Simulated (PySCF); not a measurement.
# Cost of excited-state runs on `InChI=1S/C6H6F2O/c1-9-6(8)4-2-3-5(6)7/h2-4H,1H3/t6-/m0/s1`, doublet, charge +1

Molfile (atoms numbered from 1):
```
C6H6F2O
     RDKit          3D

 15 15  0  0  0  0  0  0  0  0999 V2000
    2.1195   -1.2250    0.0685 C   0  0  0  0  0  0  0  0  0  0  0  0
    0.7568   -0.9798   -0.1425 O   0  0  0  0  0  0  0  0  0  0  0  0
    0.2514    0.2899    0.0061 C   0  0  1  0  0  0  0  0  0  0  0  0
    1.2134    1.1990    0.2630 F   0  0  0  0  0  0  0  0  0  0  0  0
   -0.6047    0.6320   -1.2126 C   0  0  0  0  0  0  0  0  0  0  0  0
   -1.8890    0.8130   -0.8316 C   0  0  0  0  0  0  0  0  0  0  0  0
   -2.0512    0.5695    0.5783 C   0  0  0  0  0  0  0  0  0  0  0  0
   -0.8430    0.2478    1.1034 C   0  0  0  0  0  0  0  0  0  0  0  0
   -0.5415   -0.1210    2.3096 F   0  0  0  0  0  0  0  0  0  0  0  0
    2.7527   -0.5898   -0.5671 H   0  0  0  0  0  0  0  0  0  0  0  0
    2.4104   -1.0063    1.1075 H   0  0  0  0  0  0  0  0  0  0  0  0
    2.2702   -2.2802   -0.1550 H   0  0  0  0  0  0  0  0  0  0  0  0
   -0.1830    0.6585   -2.2021 H   0  0  0  0  0  0  0  0  0  0  0  0
   -2.6951    1.1226   -1.4772 H   0  0  0  0  0  0  0  0  0  0  0  0
   -2.9714    0.6777    1.1297 H   0  0  0  0  0  0  0  0  0  0  0  0
  1  2  1  0
  2  3  1  0
  3  4  1  1
  3  5  1  0
  5  6  2  0
  6  7  1  0
  7  8  2  0
  8  9  1  0
  8  3  1  0
  1 10  1  0
  1 11  1  0
  1 12  1  0
  5 13  1  0
  6 14  1  0
  7 15  1  0
M  END
```

PySCF with density fitting, on 1 thread of an Arm Neoverse V2, shared host. Command: `OMP_NUM_THREADS=1 python excited_run.py task.json out`

Q: How long does this run take, and how much memory?
- open-shell absorption, BHandHLYP/def2-SVP; 10 states; Tamm-Dancoff

A: 
```
                  run               level  basis functions  wall time  peak memory (GiB)
open-shell absorption  BHandHLYP/def2-SVP              156       44 s               0.61
```
Times from a shared host are rough.
